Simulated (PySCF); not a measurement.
**Spinor energies of Ce³³⁺ (cerium, charge +33)**

Start: [Ar] 3d7; 3d3/2 filled at m_j = -3/2, -1/2, +1/2, +3/2; 3d5/2 filled at m_j = +1/2, +3/2, +5/2. Calculated with PySCF 2.14 in an even-tempered Gaussian basis (16 s from 5.9 bohr⁻², ratio 2.8; 12 p from 7.6 bohr⁻², ratio 2.8; 8 d from 7.6 bohr⁻², ratio 2.8; 3 f from 29 bohr⁻², ratio 3): generalised Hartree-Fock with the X2C-1e Hamiltonian and a Gaussian nucleus; one run each with spin-orbit coupling (SO) switched off, then screened by Boettger's factors.

```tsv
spinor shell	electrons	ε, spin-free (eV)	ε, screened SO (eV)	weight of nominal j (screened SO)	rms radius, screened SO (bohr)
1s1/2	2	-42075.2	-42068.6	1.000	0.0280
2s1/2	2	-8006.1	-8003.4	1.000	0.113
2p1/2	2	-7315.8	-7634.5	1.000	0.0975
2p3/2	4	-7315.8	-7173.4	1.000	0.103
3s1/2	2	-2712.4	-2711.6	1.000	0.286
3p1/2	2	-2485.5	-2562.0	0.996	0.277
3p3/2	4	-2485.5	-2450.8	0.998	0.288
3d3/2	4	-2201.5	-2212.4	0.941	0.255
3d5/2	3	-2201.5	-2191.4	0.942	0.258
```

```json
{"quantity": "E (hartree)", "spin-free": "-8159.05745", "screened SO": "-8163.57748"}
{"quantity": "M_J", "spin-free": "9/2", "screened SO": "9/2"}
{"quantity": "⟨J²⟩", "spin-free": "24.750", "screened SO": "24.751"}
{"quantity": "⟨L²⟩", "spin-free": "12.000", "screened SO": "14.633"}
{"quantity": "⟨S²⟩", "spin-free": "3.750", "screened SO": "2.885"}
```

Each row is a mean over spinors that exchange with the open shell spreads, by up to 33.578 eV (3p3/2).

Breit and QED terms are absent; they matter most for the inner s and p1/2 levels.

Densities and radii are taken from the X2C orbitals without a picture-change correction, which distorts them close to the nucleus.

Without spin-orbit coupling the j labels of p, d and f shells carry no meaning; the spin-free column gives the mean over the occupied spinors of each nl shell.
